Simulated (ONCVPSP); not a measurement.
Transferability test, ONCV potential for tin (Sn)

ONCVPSP 4.0.1 input, shortened (lines: element, Z, core and valence counts, functional; n l f; lmax; l rc ep ncon nbas qcut; lloc lpopt rc5 dvloc0; l nproj debl; icmod fcfact rcfact), Wu-Cohen, fully relativistic:

```
  Sn 50.00    6    4  -118130      upf
    1    0    2.00
    2    0    2.00
    2    1    6.00
    3    0    2.00
    3    1    6.00
    3    2   10.00
    4    0    2.00
    4    1    6.00
    4    2   10.00
    5    0    1.00
    3
    0    1.20    0.00    4    7   10.90
    1    1.55    0.00    4    8   10.40
    2    1.65    0.00    3    7   10.70
    3    1.75    0.18    5   10    6.80
    4    5    0.80    3.00
    0    2    2.70
    1    2    2.10
    2    2    1.00
    3    3    1.40
    3    5.50    1.25
```

Open shells are filled in proportion to 2j + 1.

In the p channel the program set the typed energies aside and used -4.291, 0.050 Ha (j = l + 1/2; the other j can differ). In the d channel the program set the typed energies aside and used -2.008, 0.250 Ha (j = l + 1/2; the other j can differ).

Energies are relative to the spin-unpolarised reference configuration 4s2 4p6 4d10 5s1; without spin polarisation the order of configurations can differ from experiment.

Task: Give the all-electron excitation energy and the error of the potential for: 4s2 4p6 4d10 5s2 5p2; 4s2 4p6 4d10 5s2 5p1; 4s2 4p6 4d10 5s2; 4s2 4p6 4d9 5s2 5p3.

Result:

```json
{"valence configuration": "4s2 4p6 4d10 5s2 5p2", "charge": "0", "ΔE all-electron (eV)": "-51.967", "error AE − PS (meV)": "-1.2"}
{"valence configuration": "4s2 4p6 4d10 5s2 5p1", "charge": "+1", "ΔE all-electron (eV)": "-45.049", "error AE − PS (meV)": "-1.2"}
{"valence configuration": "4s2 4p6 4d10 5s2", "charge": "+2", "ΔE all-electron (eV)": "-31.045", "error AE − PS (meV)": "-1.1"}
{"valence configuration": "4s2 4p6 4d9 5s2 5p3", "charge": "0", "ΔE all-electron (eV)": "-27.619", "error AE − PS (meV)": "+22"}
```

Note: ghosts flagged at negative energy: f7/2 at -13626.5 eV, f5/2 at -14495.7 eV; GHOST(+) flagged for s at 193.4 eV. A true bound ghost makes a file unfit for plane-wave use.
